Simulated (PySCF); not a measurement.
# [Lu(NH3)2]3+ at several levels of theory

Computed with PySCF 2.14.0 (density fitting, no spin-orbit coupling) at the geometry relaxed with BP86:

```xyz
9
[Lu(NH3)2]3+ (singlet in the valence; each metal's 4f electrons, 14 of them, lie in its core potential, out of spins and levels)
Lu   -1.0717    0.3495    0.0000
N     0.1744   -0.0451    1.8946
H     1.1282    0.3996    1.9310
H    -0.2675    0.2905    2.7912
H     0.3844   -1.0547    2.1112
N     0.1740   -0.0494   -1.8939
H     1.0803   -0.5689   -1.7687
H    -0.3137   -0.6162   -2.6372
H     0.4747    0.8080   -2.4284
```

```csv
level,basis,state,HOMO (eV),gap (eV),charge on Lu1 (e),population of f-type functions on Lu1 (polarisation alone where 4f lies in the core),dipole about the centre of mass (D),largest force component (eV/Å)
BP86,"Lu lcecp-1-SVP with ECP60, N def2-SVP, H def2-SVP",singlet,-24.98,5.74,1.95,0.02,4.30,0.01
B3LYP,the same,singlet,-26.07,7.10,2.00,0.02,4.07,0.36
BP86,"Lu lcecp-1-TZVP with ECP60, N def2-TZVP, H def2-TZVP",singlet,-24.89,5.69,2.18,0.02,4.31,0.35
```

In the lcecp rows the 4f levels are missing from HOMO and gap, and the state counts the valence alone.

Charges are Mulliken's, which hang on the basis. The relaxation used the grid (50, 194), these runs (75, 302) or, all-electron (x2c bases, spin-free X2C Hamiltonian), (99, 590).

Q: A further run in the first row's basis gives HOMO (eV) -29.96, gap (eV) 14.65, charge on Lu1 (e) 2.26, population of f-type functions on Lu1 (polarisation alone where 4f lies in the core) 0.03, dipole about the centre of mass (D) 3.32, largest force component (eV/Å) 1.34. Which level was it?
A. PBE0
B. HF
C. revPBE

A: B. The others give HOMO -26.36 eV (PBE0); -24.86 eV (revPBE).

In the first row's basis the gap widens with exact exchange: 5.4 to 5.7 eV for revPBE, BP86 (none); 7.1 to 7.9 eV for B3LYP, PBE0 (a fixed share); 14.7 eV for Hartree–Fock (rising or full at long range).

An lcecp potential fixes the number of 4f electrons, so in runs with it no electron can move into or out of that shell.
